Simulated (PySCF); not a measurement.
Cartesian coordinates (Å):
```xyz
5

B     -0.2763     1.3645    -0.0781
Si     0.9802     0.1149    -0.0207
B     -1.0513     0.0409     0.0123
H      2.2200    -0.7103     0.0115
H     -1.8725    -0.8099     0.0750
```
Charge 0, multiplicity 1.

**Question.** Predict the S1 oscillator strength, HOMO and total energy from PBE-D3(BJ)/def2-TZVP // PBE0-D3(BJ)/def2-TZVP (PySCF 2.14.0).

**Answer.** 
The S1 oscillator strength is 0.007, the HOMO is -6.22 eV and the total energy is -9252.98 eV.
